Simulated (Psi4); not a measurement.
triplet methylene (CH2), triplet, geometry from GFN2-xTB; PBE0/6-31G* in Psi4 1.11.

Input for Psi4:
```
memory 2 GB

molecule {
0 3
  C     0.00386916    0.00066529    0.10150064
  H     0.00046091    0.97908788   -0.31139250
  H    -0.02367585   -0.98307960   -0.29761136
}

set basis 6-31g*
set reference uks

energy('pbe0')
print_variables()
```

It wrote (shortened):

```
   => Loading Basis Set <=

    Name: 6-31G*
    Role: ORBITAL
    Keyword: BASIS

         ---------------------------------------------------------
                                   SCF
               by Justin Turney, Rob Parrish, Andy Simmonett
                          and Daniel G. A. Smith
                              UKS Reference
         ---------------------------------------------------------

  ==> Geometry <==

    Molecular point group: c2v
    Full point group: C2v

    Geometry (in Angstrom), charge = 0, multiplicity = 3:

       Center              X                  Y                   Z               Mass
    ------------   -----------------  -----------------  -----------------  -----------------
         C            0.000000000000    -0.000000000000     0.058432611496    12.000000000000
         H           -0.000000000000     0.981182159766    -0.347873547259     1.007825032230
         H            0.000000000000    -0.981182159766    -0.347873547259     1.007825032230

  Running in c2v symmetry.

  Rotational constants: A =     59.17068  B =      8.68725  C =      7.57509 [cm^-1]
  Rotational constants: A = 1773892.31193  B = 260437.05538  C = 227095.62065 [MHz]
  Nuclear repulsion =    6.249174946632950

  Charge       = 0
  Multiplicity = 3
  Electrons    = 8
  Nalpha       = 5
  Nbeta        = 3

  ==> Algorithm <==

  SCF Algorithm Type is DF.
  DIIS enabled.
  MOM disabled.
  Fractional occupation disabled.
  Guess Type is SAD.
  Energy threshold   = 1.00e-06
  Density threshold  = 1.00e-06
  Integral threshold = 1.00e-12

  ==> Primary Basis <==

  Basis Set: 6-31G*
    Blend: 6-31G*
    Number of shells: 10
    Number of basis functions: 19
    Number of Cartesian functions: 19
    Spherical Harmonics?: false
    Max angular momentum: 2

  ==> DFT Potential <==

   => LibXC <=

    Version 7.1.2
    S. Lehtola, C. Steigemann, M. J. T. Oliveira, and M. A. L. Marques,  SoftwareX 7, 1–5 (2018) (10.1016/j.softx.2017.11.002)

   => Composite Functional: PBE0 <=

    PBE0 Hyb-GGA Exchange-Correlation Functional

    C. Adamo and V. Barone,  J. Chem. Phys. 110, 6158 (1999) (10.1063/1.478522)
    M. Ernzerhof and G. E. Scuseria,  J. Chem. Phys. 110, 5029 (1999) (10.1063/1.478401)

    Deriv               =              1
    GGA                 =           TRUE
    Meta                =          FALSE

    Exchange Hybrid     =           TRUE
    MP2 Hybrid          =          FALSE

   => Exchange Functionals <=

    0.7500   Perdew, Burke & Ernzerhof

   => Exact (HF) Exchange <=

    0.2500               HF

   => Correlation Functionals <=

    1.0000   Perdew, Burke & Ernzerhof

   => LibXC Density Thresholds  <==

    XC_HYB_GGA_XC_PBEH:  1.00E-15

   => Molecular Quadrature <=

    Radial Scheme          =       TREUTLER
    Pruning Scheme         =           NONE
    Nuclear Scheme         =       TREUTLER

    Blocking Scheme        =         OCTREE
    BS radius alpha        =              1
    Pruning alpha          =              1
    Radial Points          =             75
    Spherical Points       =            302
    Total Points           =          65553
    Total Blocks           =            549
    Max Points             =            254
    Max Functions          =             19
    Weights Tolerance      =       1.00E-15

   => Loading Basis Set <=

    Name: (6-31G* AUX)
    Role: JKFIT
    Keyword: DF_BASIS_SCF

  ==> Integral Setup <==

  SCF_SUBTYPE=INCORE selected. In-core MEM_DF algorithm will be used.
  Using in-core AOs.

  ==> MemDFJK: Density-Fitted J/K Matrices <==

    J tasked:                   Yes
    K tasked:                   Yes
    wK tasked:                   No
    Algorithm:                 Core
    Schwarz Cutoff:           1E-12
    Mask sparsity (%):       0.0000
    Fitting Condition:        1E-10

   => Auxiliary Basis Set <=

  Basis Set: (6-31G* AUX)
    Blend: CC-PVDZ-JKFIT
    Number of shells: 42
    Number of basis functions: 131
    Number of Cartesian functions: 131
    Spherical Harmonics?: false
    Max angular momentum: 3

  Minimum eigenvalue in the overlap matrix is 3.2935266237E-02.
  Reciprocal condition number of the overlap matrix is 7.5059304455E-03.
    Using symmetric orthogonalization.

  ==> Pre-Iterations <==

  SCF Guess: Superposition of Atomic Densities via on-the-fly atomic UHF (no occupation information).

   -------------------------
    Irrep   Nso     Nmo
   -------------------------
     A1        10      10
     A2         1       1
     B1         3       3
     B2         5       5
   -------------------------
    Total      19      19
   -------------------------

  ==> Iterations <==

                           Total Energy        Delta E     RMS |[F,P]|

   @DF-UKS iter SAD:   -38.63881636155709   -3.86388e+01   0.00000e+00
   @DF-UKS iter   1:   -39.06300345459800   -4.24187e-01   2.08196e-02 DIIS/ADIIS
   @DF-UKS iter   2:   -39.08049198867863   -1.74885e-02   1.48512e-02 DIIS/ADIIS
   @DF-UKS iter   3:   -39.09728717659312   -1.67952e-02   1.03650e-03 DIIS/ADIIS
   @DF-UKS iter   4:   -39.09741565782266   -1.28481e-04   1.93068e-04 DIIS/ADIIS
   @DF-UKS iter   5:   -39.09742112767734   -5.46985e-06   4.59046e-05 DIIS
   @DF-UKS iter   6:   -39.09742145820284   -3.30526e-07   5.77302e-06 DIIS
   @DF-UKS iter   7:   -39.09742146516194   -6.95910e-09   1.01270e-06 DIIS
   @DF-UKS iter   8:   -39.09742146538422   -2.22286e-10   1.77510e-07 DIIS
  Energy and wave function converged.

  ==> Post-Iterations <==

   Electrons on quadrature grid:
      Nalpha   =    5.0000000186 ; deviation = 1.858e-08
      Nbeta    =    2.9999999816 ; deviation = -1.837e-08
      Ntotal   =    8.0000000002 ; deviation = 2.079e-10

   @Spin Contamination Metric:   6.691857163E-03
   @S^2 Expected:                2.000000000E+00
   @S^2 Observed:                2.006691857E+00
   @S   Expected:                1.000000000E+00
   @S   Observed:                1.000000000E+00

    Orbital Energies [Eh]
    ---------------------

    Alpha Occupied:

       1A1   -10.267426     2A1    -0.700872     1B2    -0.467852
       3A1    -0.287248     1B1    -0.252764

    Alpha Virtual:

       4A1     0.126701     2B2     0.203920     5A1     0.537229
       2B1     0.545813     3B2     0.605779     6A1     0.609248
       7A1     0.938198     4B2     0.970728     1A2     1.629338
       8A1     1.649695     3B1     1.652052     5B2     2.083437
       9A1     2.188968    10A1     4.008025

    Beta Occupied:

       1A1   -10.235877     2A1    -0.613075     1B2    -0.445285

    Beta Virtual:

       3A1    -0.041708     1B1    -0.014745     4A1     0.153756
       2B2     0.226211     5A1     0.606835     3B2     0.637679
       2B1     0.651594     6A1     0.683044     7A1     0.986293
       4B2     1.000499     1A2     1.720828     8A1     1.812287
       3B1     1.819591     5B2     2.149364     9A1     2.262032
      10A1     4.086866

    Final Occupation by Irrep:
             A1    A2    B1    B2
    DOCC [     2,    0,    0,    1 ]
    SOCC [     1,    0,    1,    0 ]
    NA   [     3,    0,    1,    1 ]
    NB   [     2,    0,    0,    1 ]

  @DF-UKS Final Energy:   -39.09742146538422

   => Energetics <=

    Nuclear Repulsion Energy =              6.2491749466329498
    One-Electron Energy =                 -64.1434743809237347
    Two-Electron Energy =                  23.3825809700954892
    DFT Exchange-Correlation Energy =      -4.5857030011889242
    Empirical Dispersion Energy =           0.0000000000000000
    VV10 Nonlocal Energy =                  0.0000000000000000
    Total Energy =                        -39.0974214653842225

  UHF NO Occupations:
  HONO-2 :    2 A1 1.9974131
  HONO-1 :    1 B1 1.0000000
  HONO-0 :    3 A1 1.0000000
  LUNO+0 :    4 A1 0.0025869
  LUNO+1 :    2 B2 0.0007616
  LUNO+2 :    5 A1 0.0000012
  LUNO+3 :    2 B1 0.0000000

Computation Completed

Properties will be evaluated at   0.000000,   0.000000,   0.000000 [a0]

Properties computed using the SCF density matrix

 Multipole Moments:

 ------------------------------------------------------------------------------------
     Multipole            Electronic (a.u.)      Nuclear  (a.u.)        Total (a.u.)
 ------------------------------------------------------------------------------------

 L = 1.  Multiply by 2.5417464519 to convert [e a0] to [Debye]
 Dipole X            :          0.0000000            0.0000000            0.0000000
 Dipole Y            :          0.0000000            0.0000000            0.0000000
 Dipole Z            :          0.4020125           -0.6522417           -0.2502291
 Magnitude           :                                                    0.2502291

 ------------------------------------------------------------------------------------

  Variable Map:
  ----------------------------------------------------------------------------
  "CURRENT ENERGY"              =>     -39.097421465384
  "CURRENT REFERENCE ENERGY"    =>     -39.097421465384
  "DD SOLVATION ENERGY"         =>       0.000000000000
  "DFT FUNCTIONAL TOTAL ENERGY" =>     -39.097421465384
  "DFT TOTAL ENERGY"            =>     -39.097421465384
  "DFT VV10 ENERGY"             =>       0.000000000000
  "DFT XC ENERGY"               =>      -4.585703001189
  "GRID ELECTRONS ALPHA"        =>       5.000000018579
  "GRID ELECTRONS BETA"         =>       2.999999981629
  "GRID ELECTRONS TOTAL"        =>       8.000000000208
  "NUCLEAR REPULSION ENERGY"    =>       6.249174946633
  "ONE-ELECTRON ENERGY"         =>     -64.143474380924
  "PCM POLARIZATION ENERGY"     =>       0.000000000000
  "PE ENERGY"                   =>       0.000000000000
  "SCF ITERATION ENERGY"        =>     -39.097421465384
  "SCF ITERATIONS"              =>       8.000000000000
  "SCF TOTAL ENERGY"            =>     -39.097421465384
  "TWO-ELECTRON ENERGY"         =>      23.382580970095
  "XC GRID RADIAL POINTS"       =>      75.000000000000
  "XC GRID SPHERICAL POINTS"    =>     302.000000000000
  "XC GRID TOTAL POINTS"        =>   65553.000000000000

  Array Variable Map:
  ----------------------------------------------------------------------------
  "CURRENT DIPOLE"              =>       0.000000000000 ... -0.250229127342 1 by 3
  "SCF DIPOLE"                  =>       0.000000000000 ... -0.250229127342 1 by 3
  "SCF TOTAL ENERGIES"          =>     -38.638816361557 ... -39.097421465384 1 by 9
```
